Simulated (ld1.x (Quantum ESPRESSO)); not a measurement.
## Reading a pseudo-wave (Ca)

Columns: radius, all-electron u(r) and pseudo u(r) of the 3s shell (level -46.96 eV) of calcium in the configuration [Ne] 3s2 3p6 3d0 4s2 4p0; PBEsol, scalar-relativistic, TM scheme, ld1.x (Quantum ESPRESSO) 7.5.

```csv
r (bohr),all-electron,pseudo
0.148,-0.2829,0.1009
0.295,-0.4901,0.2240
0.443,-0.0298,0.3939
0.590,0.4851,0.6146
0.738,0.8375,0.8464
0.885,1.0035,0.9999
1.033,1.0306,1.0305
1.180,0.9717,0.9717
1.328,0.8678,0.8678
1.475,0.7483,0.7483
1.623,0.6285,0.6285
1.770,0.5187,0.5187
1.918,0.4216,0.4216
2.065,0.3396,0.3396
2.213,0.2708,0.2708
2.360,0.2150,0.2150
2.508,0.1695,0.1695
2.655,0.1334,0.1334
2.802,0.1047,0.1047
2.950,0.0818,0.0818
3.098,0.0638,0.0638
3.245,0.0498,0.0498
3.393,0.0387,0.0387
3.540,0.0301,0.0301
3.688,0.0233,0.0233
3.835,0.0181,0.0181
```

Q: How many radial nodes do the two functions have?

A: The all-electron 3s function has n − l − 1 = 2 (the table is too coarse to show those close to the nucleus); the pseudo-wave has 0, since the states of the same l below it are removed with the core.

Q: At about which radius was the pseudo-wave matched?

A: 1.15 bohr, where the columns begin to agree (steps of 0.15 bohr).

Q: Is the pseudo-wave norm-conserving?

A: Yes: the TM scheme keeps the norm inside the radius equal to the all-electron one, which fixes the energy derivative of the logarithmic derivative at the level.
